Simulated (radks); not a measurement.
The numbers below are computed, except where a source is named.
Q: Ionisation of Gd, [Xe] 4f7 5d1 6s2, to Gd+, [Xe] 4f7 5d1 6s1, under several functionals. Scalar-relativistic Kohn-Sham, spin-polarised, spherical densities, point nucleus; open shells are filled with parallel spins first (spin-orbit coupling, left out, can overturn this in heavy ions); a radial shooting solver on a logarithmic mesh with Libxc functionals. The NIST Atomic Spectra Database gives 6.150 eV (measured). Rank these functionals by the error of their Delta-SCF ionisation energy: Wu-Cohen GGA; RPBE; LDA (Slater exchange, Perdew-Wang correlation); BP86; LDA (Slater exchange, VWN5 correlation); exchange-only PBE; SOGGA; PBEsol; LDA (Slater exchange, Perdew-Zunger correlation); OLYP.

A: From best to worst: BP86 6.160 eV (+0.010); LDA (Slater exchange, VWN5 correlation) 6.247 eV (+0.097); LDA (Slater exchange, Perdew-Wang correlation) 6.256 eV (+0.106); LDA (Slater exchange, Perdew-Zunger correlation) 6.285 eV (+0.135); PBEsol 5.966 eV (-0.184); RPBE 5.943 eV (-0.207); Wu-Cohen GGA 5.885 eV (-0.265); SOGGA 5.838 eV (-0.312); OLYP 5.823 eV (-0.327); exchange-only PBE 5.291 eV (-0.859). Open shells are spherical and high-spin; term and fine-structure splittings are not resolved. Spin-orbit splitting is averaged out at the scalar-relativistic level.
